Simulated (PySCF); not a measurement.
# UHF on Re⁺ (rhenium, charge +1)

Configuration: [Xe] 4f14 5d5 6s1, high-spin 7S determinant. Calculation: PySCF 2.14, in cc-pVDZ-PP with ECP60MDF (4s4p3d1f, 38 functions); a scalar-relativistic core potential.

| Quantity | Value |
| --- | --- |
| Total energy | -77.615843 hartree |
| One-electron energy | -128.9123 hartree |
| Hartree (Coulomb) energy | 59.0655 hartree |
| Exchange energy | -7.7690 hartree |
| ⟨S²⟩ | 12.0039 |
| ⟨L²⟩ | 0.000 |
| Sum of ⟨r⟩ | 21.67 bohr |
| Sum of ⟨r²⟩ | 41.99 bohr² |
| Time after the integrals | 0.19 s of wall time on 1 thread of Neoverse-N1 (shared host) |

```tsv
shell	electrons	mean orbital energy (hartree)	rms radius, mean of both spins (bohr)
5s α	1	-4.06213	1.13
5s β	1	-3.83147	1.13
5p α	3	-2.53300	1.31
5p β	3	-2.20785	1.31
5d α	5	-0.72303	1.97
6s α	1	-0.58805	3.14
```

Energies and moments cover only the electrons outside the core potential. Spin-orbit coupling, which splits the p, d and f shells strongly at this Z, is absent.
